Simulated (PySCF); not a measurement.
Ionisation energy of Fe²⁺ by level of theory

Fe²⁺ [Ar] 3d6 (5D) → Fe³⁺ [Ar] 3d5 (6S), as a difference of total energies. All numbers are calculated (PySCF 2.14, no relativity, point nucleus, in def2-TZVPPD (6s6p4d2f1g, 67 functions)). Correlated levels: valence: [Ar] frozen. The calculations carry no spin-orbit coupling.

| method | ionisation energy (eV) |
| --- | --- |
| UHF | 28.527 |
| MP2 (valence) | 30.076 |
| SCS-MP2 (valence) | 30.250 |
| CCSD (valence) | 30.042 |
| CCSD(T) (valence) | 30.081 |

**Question.** How much does correlation contribute at CCSD(T) (valence)?

**Answer.** 30.081 − (28.527) = 1.554 eV, measured against UHF.

A first-order spin-orbit estimate (lowest level to lowest level, LS coupling) adds 0.054 eV.

These non-relativistic numbers lack the scalar-relativistic shift.

Errors of the correlated levels include the incompleteness of this basis and the frozen core.

For comparison: 30.651 ± 0.012 eV (measured; NIST Atomic Spectra Database, ionization energies).
